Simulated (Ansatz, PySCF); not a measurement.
System: sum formula AlOF$_{2}$H, net charge 0, singlet state. 
Structure (B3LYP-D3(BJ)/def2-TZVP (Ansatz, a program for electronic structure) minimum search):
```xyz
5

Al    -0.0065     0.0132    -0.0079
F     -1.3902    -0.8427    -0.2376
F      0.0720     1.5441    -0.5861
O      1.3237    -0.6222     0.7943
H      1.3595    -1.5063     1.1617
```

Wanted: atomisation energy (electronic, to ground-state atoms), in kcal/mol. Cores are frozen in the correlated levels unless marked. UHF or UKS for open shells. Spin-orbit coupling is left out. Non-relativistic. The coupled-cluster limit lacks core correlation, which all-electron functionals hold. CBS(X,Y): correlation extrapolated as X^-3; Hartree-Fock from the larger set. [CCSD(T)-MP2]/basis is that difference in the basis named.

```json
[
 {"level": "B3LYP-D4/def2-TZVPD", "program": "Ansatz + dftd4", "atomisation energy (kcal/mol)": "497.7", "minus last row": "-14.5"},
 {"level": "B3LYP/def2-TZVPD", "program": "Ansatz", "atomisation energy (kcal/mol)": "495.1", "minus last row": "-17.1"},
 {"level": "M06-2X/def2-TZVPD", "program": "PySCF", "atomisation energy (kcal/mol)": "506.2", "minus last row": "-6.0"},
 {"level": "B2PLYP-D3(BJ)/def2-TZVPD", "program": "Ansatz + dftd3", "atomisation energy (kcal/mol)": "501.1", "minus last row": "-11.1"},
 {"level": "RPA@PBE/cc-pV(Q+d)Z", "program": "Ansatz", "atomisation energy (kcal/mol)": "471.2", "minus last row": "-41.0"},
 {"level": "MP2/cc-pV(T+d)Z", "program": "Ansatz", "atomisation energy (kcal/mol)": "518.6", "minus last row": "6.4"},
 {"level": "RI-MP2/aug-cc-pV(Q+d)Z", "program": "Ansatz", "atomisation energy (kcal/mol)": "533.8", "minus last row": "21.6"},
 {"level": "CCSD/cc-pV(D+d)Z", "program": "Ansatz", "atomisation energy (kcal/mol)": "448.2", "minus last row": "-64.0"},
 {"level": "CCSD/aug-cc-pV(T+d)Z", "program": "Ansatz", "atomisation energy (kcal/mol)": "489.9", "minus last row": "-22.3"},
 {"level": "RI-MP2/CBS(aug-cc-pV(T+d)Z,aug-cc-pV(Q+d)Z)+[CCSD(T)-MP2]/aug-cc-pV(T+d)Z", "program": "Ansatz", "atomisation energy (kcal/mol)": "512.2", "minus last row": "0.0"}
]
```
